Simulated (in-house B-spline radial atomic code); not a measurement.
As3+ is squeezed into an impenetrable sphere of radius R (the orbitals vanish at R). No spin polarisation. Computed with a B-spline radial code for spherical atoms: non-relativistic Hartree-Fock, average of configuration, point nucleus.

Energies in eV above the free ion in [Ar] 3d10 4s2:

```
R (bohr)  highest level (eV)  [Ar] 3d10 4s2  [Ar] 3d9 4s2 4f1  [Ne] 3s2 3p5 3d10 4s2 4d1  -dE/dV in [Ar] 3d10 4s2 (GPa)
     9.9               -47.4              0             73.09                      165.4                        4.1e-08
    6.45               -47.4      0.0007602             74.22                      165.5                         0.0047
    5.14               -47.4        0.03337             76.74                      166.1                          0.301
    4.29               -47.1         0.3223             80.85                      167.8                           3.86
    3.54                 -46           2.05             89.28                        173                           33.4
     3.3               -45.1          3.605             94.19                      176.7                           66.4
    2.67               -38.6          15.41             120.2                      199.5                            430
    2.21               -23.5           45.8             170.2                      249.4                           1980
    1.71                30.1          171.6             336.3                      427.3                          14600
    1.57                63.7          260.3             442.6                      543.3                          27900
```

Task: Does [Ar] 3d9 4s2 4f1 fall below [Ar] 3d10 4s2 under compression?

Result: No, it stays above over the whole range.

Task: Does [Ne] 3s2 3p5 3d10 4s2 4d1 fall below [Ar] 3d10 4s2 under compression?

Result: No, it stays above over the whole range.

The highest level is first positive in the row R = 1.71 bohr, pushed up by confinement above the zero of the free ion's potential. Each configuration is held fixed and needn't be the lowest in the sphere.
